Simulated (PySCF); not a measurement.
# A single-point calculation

WO(OH)4 (singlet). PySCF 2.14.0, RKS CAM-B3LYP, W def2-SVP with ECP60, O def2-SVP, H def2-SVP; non-relativistic Hamiltonian with scalar-relativistic core potentials where named; density fitting; no spin-orbit coupling. Purpose: singlet excitations, Tamm-Dancoff CAM-B3LYP. The geometry is a saddle point of the state and level it was relaxed for.

```python
mol = gto.M(atom='''
W      0.00000    -0.00000     0.15857
O      0.00000    -0.00000     1.87852
O      1.83153     0.26284    -0.39353
H      2.50947    -0.39446    -0.14068
O     -0.26284     1.83153    -0.39353
H      0.39446     2.50947    -0.14068
O     -1.83153    -0.26284    -0.39353
H     -2.50947     0.39446    -0.14068
O      0.26284    -1.83153    -0.39353
H     -0.39446    -2.50947    -0.14068''',
    basis={'W': 'def2-SVP', 'O': 'def2-SVP', 'H': 'def2-SVP'},
    ecp={'W': 'def2-SVP'},
    charge=0, spin=0)
mf = dft.RKS(mol, xc='CAMB3LYP')
mf.grids.atom_grid = (50, 194)
mf = mf.density_fit()  # fitting sets: W def2-universal-JKFIT, O def2-universal-JKFIT, H def2-universal-JKFIT
mf.conv_tol = 1e-08; mf.max_cycle = 55
mf.kernel(dm0)  # dm0: converged density of the relaxed state
td = mf.TDA(); td.nstates = 8; td.kernel()
```

Run from Python with OMP_NUM_THREADS=2; the lines above give its settings. Where DIIS fails, smearing, a level shift and second-order steps follow.
It took 86 s on 2 threads of Arm Neoverse V1 (shared host), from an already converged density.

(1) Where do the frontier levels lie, over both spins?

(2) What does the SCF print?

(3) What are the Mulliken charges and spins?

(4) Which singlet excitations follow (Tamm-Dancoff, 8 states)?

The geometry was relaxed with BP86 (W def2-SVP with ECP60, O def2-SVP, H def2-SVP).

## Answers

(1) HOMO -10.57 eV, LUMO -1.95 eV. 

(2) 
```
init E= -445.333836011605
cycle= 1 E= -445.333445557792  delta_E= 0.00039  |g|= 0.237  |ddm|= 0.348
cycle= 2 E= -445.295444953006  delta_E= 0.038  |g|= 0.505  |ddm|= 0.54
cycle= 3 E= -445.343580362112  delta_E= -0.0481  |g|= 0.0691  |ddm|= 0.367
cycle= 4 E= -445.34449792005  delta_E= -0.000918  |g|= 0.0103  |ddm|= 0.0511
...
cycle= 8 E= -445.344521922818  delta_E= -1.98e-08  |g|= 3.81e-05  |ddm|= 0.000455
cycle= 9 E= -445.344521923808  delta_E= -9.9e-10  |g|= 1.03e-05  |ddm|= 8.46e-05
Extra cycle  E= -445.344521923898  delta_E= -9e-11  |g|= 7.47e-06  |ddm|= 2.48e-05
converged SCF energy = -445.344521923898
```

(3) 
| atom | charge (e) | spin (e) |
| --- | --- | --- |
| W1 | 1.199 | 0.000 |
| O2 | -0.341 | 0.000 |
| O3 | -0.454 | 0.000 |
| H4 | 0.239 | 0.000 |
| O5 | -0.454 | 0.000 |
| H6 | 0.239 | 0.000 |
| O7 | -0.454 | 0.000 |
| H8 | 0.239 | 0.000 |
| O9 | -0.454 | 0.000 |
| H10 | 0.239 | 0.000 |

(4) 
```tsv
state	eV	oscillator strength
1	4.55	0.0073
2	4.55	0.0073
3	4.96	0.0000
4	5.02	0.0244
5	5.02	0.0244
6	5.03	0.0007
7	5.72	0.0000
8	6.18	0.0000
```
